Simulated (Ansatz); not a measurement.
Ansatz (a quantum-chemistry and plane-wave program) input (CCSD(T)/def2-SVPD):

Ansatz 0.2 input:
```yaml
crystal:
  periodic: [false, false, false]
  atoms:
    - {symbol: Si, position_ang: [-0.05837491, -0.72753166, 0.10780177]}
    - {symbol: C, position_ang: [-1.64861020, -1.59020423, 0.33777515]}
    - {symbol: C, position_ang: [1.41889832, -1.84769887, 0.16853674]}
    - {symbol: Br, position_ang: [0.13918127, 0.83753595, 1.70235370]}
    - {symbol: Br, position_ang: [-0.10081168, 0.32727477, -1.87124938]}
    - {symbol: H, position_ang: [-2.59562911, -1.06491693, 0.32637045]}
    - {symbol: H, position_ang: [-1.70628788, -2.66147494, 0.49461128]}
    - {symbol: H, position_ang: [1.34970599, -2.60058072, -0.61888584]}
    - {symbol: H, position_ang: [1.46759592, -2.34992895, 1.13654834]}
    - {symbol: H, position_ang: [2.33719956, -1.27861178, 0.02560848]}
basis:
  gaussian:
    orbitals: def2-SVPD
magnetization: {spin_polarized: true, initial_magnetization: 1}
correlation: {method: ccsd_t, electrons: outside_noble_gas}
output: {forces: true}
```

Output:

```
Functional definition: HF
integrals: 1.30 GiB planned
1815 factors; integrals over basis functions are off by at most 1.3e-3 eV
1.27 GiB of device memory are held for the factors and their scratch space
mean field: 2.10 GiB planned
mean field evaluation 1: about -149979.2935 eV, gradient 1.9e1 eV
mean field evaluation 2: about -149979.3018 eV, gradient 1.9e1 eV
mean field evaluation 4: about -149981.7065 eV, gradient 2.3e0 eV
mean field evaluation 8: about -149981.7599 eV, gradient 3.1e-1 eV
mean field evaluation 16: about -149981.6972 eV, gradient 2.3e0 eV
mean field -149981.76187523 eV, -5511.7280876252 hartree, gradient 3.1e-6 eV, S^2 0.760570; 0 other end points of the search recorded, 0 dependent functions left out
35 core orbitals not correlated
reference -149981.76187523 eV, -5511.7280876252 hartree; 16, 15 occupied and 135, 136 virtual orbitals, 1815 factors
densities: 6.06 GiB planned
second order -16.81720590 eV of doubles, -0.00000000 eV of singles
coupled cluster: 5.30 GiB planned
cycle   1  -17.92563127 eV  change    -1.1e0 eV  update   9.1e-2
cycle   2  -18.33976730 eV  change   -4.1e-1 eV  update   2.7e-2
cycle   3  -18.41895972 eV  change   -7.9e-2 eV  update   1.3e-2
cycle   4  -18.41850892 eV  change    4.5e-4 eV  update   4.3e-3
cycle   5  -18.41768925 eV  change    8.2e-4 eV  update   2.2e-3
cycle   6  -18.41817014 eV  change   -4.8e-4 eV  update   8.2e-4
cycle   7  -18.41842612 eV  change   -2.6e-4 eV  update   3.8e-4
cycle   8  -18.41845039 eV  change   -2.4e-5 eV  update   1.3e-4
cycle   9  -18.41841683 eV  change    3.4e-5 eV  update   5.9e-5
cycle  10  -18.41839708 eV  change    2.0e-5 eV  update   2.1e-5
cycle  11  -18.41840045 eV  change   -3.4e-6 eV  update   8.9e-6
cycle  12  -18.41840293 eV  change   -2.5e-6 eV  update   3.6e-6
cycle  13  -18.41840421 eV  change   -1.3e-6 eV  update   1.3e-6
perturbative correction -0.60313112 eV, -0.0221646599 hartree
the calculation of the forces begins
1.27 GiB of device memory are held for the factors and their scratch space
Total energy: -150000.78341056 eV, -5512.4271161554 hartree
Atom 0 at    -0.058375    -0.727532     0.107802 Å, force     0.188377     0.143646    -0.033162 eV/Å
Atom 1 at    -1.648610    -1.590204     0.337775 Å, force    -0.040939    -0.021310     0.005792 eV/Å
Atom 2 at     1.418898    -1.847699     0.168537 Å, force    -0.132963     0.114836    -0.007468 eV/Å
Atom 3 at     0.139181     0.837536     1.702354 Å, force     0.025202     0.163646     0.159893 eV/Å
Atom 4 at    -0.100812     0.327275    -1.871249 Å, force     0.000964     0.112112    -0.201024 eV/Å
Atom 5 at    -2.595629    -1.064917     0.326370 Å, force    -0.393866     0.212880    -0.003945 eV/Å
Atom 6 at    -1.706288    -2.661475     0.494611 Å, force    -0.028523    -0.437470     0.064380 eV/Å
Atom 7 at     1.349706    -2.600581    -0.618886 Å, force    -0.017171    -0.299871    -0.295048 eV/Å
Atom 8 at     1.467596    -2.349929     1.136548 Å, force     0.027258    -0.205408     0.366517 eV/Å
Atom 9 at     2.337200    -1.278612     0.025608 Å, force     0.371661     0.216938    -0.055935 eV/Å
Dipole moment:    -0.025715    -0.491271     0.071874 e Å
```

It need not be the lowest isomer of its formula.
